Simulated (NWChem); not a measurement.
Molecule: SiH₄S; SMILES [SiH3]S

```xyz
6

Si     0.0036     0.9925    -0.0003
S      0.0790    -1.1550    -0.0012
H     -0.6811     1.5259     1.2150
H      1.4286     1.4267    -0.0061
H     -0.6913     1.5261    -1.2097
H     -1.2623    -1.3195     0.0016
```
Atoms are numbered in this order, from 1.

Results from NWChem. The geometry was optimised at PBE0/def2-SVP. Level: PBE0/def2-SVP with SMD (1 M gas to 1 M solution), gas-phase geometry. Reactions with the solvent are ignored.

For solvent water:

- solvation free energy (kcal/mol) = 0.0
- cavity-dispersion-structure term (kcal/mol) = 2.0
- dipole in solution (D) = 1.58

**Question.** Estimate the same quantities for solvent n-hexane.

**Answer.** The solvation free energy (kcal/mol) comes out as -2.2. The cavity-dispersion-structure term (kcal/mol) is -1.4. The dipole in solution (D) is 1.36.
